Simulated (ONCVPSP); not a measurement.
# Configuration tests for technetium (Tc) (ONCV)

Tc, optimised norm-conserving Vanderbilt (ONCV), made with ONCVPSP 4.0.1 (Wu-Cohen, fully relativistic). Core [Ar] 3d10, reference 4s2 4p6 4d5 5s2. Waves: 4s+5s: rc 1.55 bohr, ncon 4, nbas 8, qcut 9.3 1/bohr, 2 projectors; 4p: rc 1.70 bohr, ncon 4, nbas 8, qcut 10.3 1/bohr, 3 projectors, debl 3.3 Ha; 4d: rc 1.55 bohr, ncon 4, nbas 9, qcut 8.6 1/bohr, local. Local part: the d channel. Core correction: Teter function, fcfact 4.5, rcfact 1.7.

Open shells are filled in proportion to 2j + 1.

Energies are relative to the spin-unpolarised reference configuration 4s2 4p6 4d5 5s2; without spin polarisation the order of configurations can differ from experiment. The d channel is local and has no spin–orbit splitting in the pseudo-atom.

```
valence configuration  charge  ΔE all-electron (eV)  error AE − PS (meV)
      4s2 4p6 4d5 5s1      +1                 8.208                 -0.3
      4s2 4p6 4d5 5s0      +2                23.036                 -2.5
      4s2 4p6 4d4 5s0      +3                51.730                 +2.8
```

What are ΔE and the potential's error for 4s2 4p6 4d4 5s2 5p1?

ΔE = 6.610 eV all-electron; the error (AE − PS) is -0.8 meV.
